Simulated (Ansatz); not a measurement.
Computed with Ansatz on PBE0-D4/def2-TZVP structures; ΔE is electronic, products minus reactants. CBS: MP2 limit from def2 TZ/QZ plus the TZ coupled-cluster correction, frozen cores. This one scheme is used for every species, atoms too. DFT in def2-TZVPP. HSE06 is defined as in plane-wave codes. No spin–orbit coupling; open shells (•) take unrestricted orbitals. Spin–orbit coupling would lower the free atoms: a little for Cl. Elements past krypton have def2 core potentials. For I outer-core shells are correlated without core-valence functions, so the limit isn't a true one: a few kJ/mol of doubt a bond, and 10 to 20 or more in all where bonds break to atoms.

`F[SiH](Cl)I` → Cl• + `F[SiH]I`•  (homolysis of the Cl–Si bond)

`F[SiH](Cl)I`:

```xyz
5

F    -0.133   -0.786    1.444
Si   -0.147   -0.057    0.037
Cl    0.505   -1.373   -1.362
I     1.302    1.866    0.150
H    -1.527    0.350   -0.269
```

`F[SiH]I`•:

```xyz
4

F    -0.542    1.491   -0.160
Si   -0.414   -0.030    0.316
I     1.931   -0.591    0.626
H    -0.974   -0.871   -0.782
```

| level | ΔE (kcal/mol) |
| --- | --- |
| BLYP-D4 | 105.6 |
| B97M-V | 113.6 |
| CAM-B3LYP-D4 | 109.0 |
| ωB97M-V | 114.8 |
| HSE06 | 109.3 |
| CCSD(T)/def2-SVP | 102.8 |
| MP2/def2-TZVPP | 115.7 |
| SCS-MP2/def2-TZVPP | 112.7 |

Question: What does CCSD(T)/CBS give? (An estimate is asked.)

Answer: Ansatz gave: +114.4 kcal/mol. The listed levels differ from it by -8.8, -0.8, -5.4, 0.4, -5.1, -11.6, 1.3, -1.7 kcal/mol.

Largest T1 diagnostic among the species: 0.013.

The D4 term adds +2.7 kcal/mol with B3LYP and +1.4 kcal/mol with PBE0; it sums over pairs of atoms, weighted by their polarisabilities, and B3LYP, whose exchange is more repulsive, gets the larger term. In def2-TZVPP, CCSD(T) changes the Hartree–Fock value by +24.9 kcal/mol (the triples alone add +2.3 kcal/mol) and MP2 by +30.6 kcal/mol; breaking electron pairs costs correlation energy, which Hartree–Fock lacks.

B3LYP here is the variant with VWN-RPA as its local correlation; programs differ in this.

CCSD(T)/CBS has its own doubt, a few kJ/mol and more with outer-core shells, so smaller differences from it don't rank the levels.
